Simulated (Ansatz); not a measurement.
Total energies of `CC(C)(C)OS(=O)(=O)CC(F)(F)C(F)F` from Ansatz at PBE0-D4/def2-SVP, gas phase (1 Eh = 27.2114 eV = 2625.5 kJ/mol). The reference geometry is relaxed at r2SCAN-D4/def2-SVP.

Cartesian coordinates in Å:
```
C 1.0744 -2.0988 1.4229
C 0.6424 -1.5878 0.0545
C -0.5177 -2.3882 -0.5175
C 1.8054 -1.5075 -0.9271
O 0.0253 -0.2479 0.2505
S 0.9199 1.0997 0.3207
O 1.3159 1.5417 -1.0111
O 1.9314 0.9969 1.3722
C -0.3858 2.1780 0.9426
C -1.7521 2.1506 0.2785
F -2.4560 3.1979 0.8100
F -2.4272 1.0205 0.5869
C -1.8190 2.3332 -1.2427
F -1.0395 3.3810 -1.5876
F -1.3889 1.2250 -1.8724
H 1.4580 -3.1272 1.3325
H 0.2182 -2.1064 2.1148
H 1.8638 -1.4614 1.8455
H -1.3724 -2.3701 0.1755
H -0.8398 -1.9582 -1.4776
H -0.2113 -3.4335 -0.6758
H 1.4892 -1.0519 -1.8764
H 2.1744 -2.5256 -1.1252
H 2.6383 -0.9170 -0.5163
H -0.5195 1.9286 2.0053
H 0.0384 3.1884 0.8512
H -2.8658 2.5401 -1.5341
```

```
                state                       geometry  energy (Eh)
     charge 0 singlet                      reference  -1295.29504
     charge 1 doublet                      reference  -1294.91824
     charge 1 doublet  relaxed at r2SCAN-D4/def2-SVP  -1294.93152
    charge -1 doublet                      reference  -1295.20337
free C atom (triplet)                              –    -37.76066
free O atom (triplet)                              –    -74.92490
free S atom (triplet)                              –   -397.83788
free F atom (doublet)                              –    -99.54906
free H atom (doublet)                              –     -0.50029
```

Task: Work out the vertical ionisation energy to the doublet.

Result: E(charge 1 doublet) − E(charge 0 singlet) = -1294.91824 − (-1295.29504) = 0.37680 Eh = 10.25 eV. For comparison, −ε of the highest occupied level is 8.32 eV at this level, 1.93 eV less.

Task: Work out the vertical electron affinity, to the doublet.

Result: E(charge 0 singlet) − E(charge -1 doublet) = -1295.29504 − (-1295.20337) = -0.09167 Eh = -2.49 eV; negative, so the extra electron isn't bound. The basis lacks diffuse functions, which makes affinities too small.

Task: Give the fundamental gap IE − EA, the Mulliken electronegativity (IE + EA)/2 and the hardness (IE − EA)/2.

Result: From the values in Eh: IE − EA = 0.37680 − (-0.09167) = 0.46847 Eh = 12.75 eV; (IE + EA)/2 = 3.88 eV; (IE − EA)/2 = 6.37 eV. The HOMO–LUMO gap of the same run is 9.39 eV, 3.36 eV smaller than the fundamental gap.

Task: How much does the charge 1 doublet relax, and what is the adiabatic ionisation energy?

Result: Relaxation: -1294.91824 − (-1294.93152) = 0.01328 Eh = 0.36 eV. Adiabatic ionisation energy: 0.36352 Eh = 9.89 eV, without zero-point energy. 

Task: What is the binding energy per atom against free atoms?

Result: Atoms: 7 × (-37.76066) + 3 × (-74.92490) + 1 × (-397.83788) + 4 × (-99.54906) + 12 × (-0.50029) = -1291.13692 Eh. Binding: -1291.13692 − (-1295.29504) = 4.15812 Eh = 113.15 eV, or 4.19 eV for each of 27 atoms (no zero-point energy, no counterpoise term).

At PBE0-D4/def2-SVP the highest occupied level of the charge -1 doublet lies above zero (up to 3.88 eV). By energy differences it is unbound by 2.49 eV (vertical, against the charge 0 singlet, at PBE0-D4/def2-SVP) and held by the finite basis.
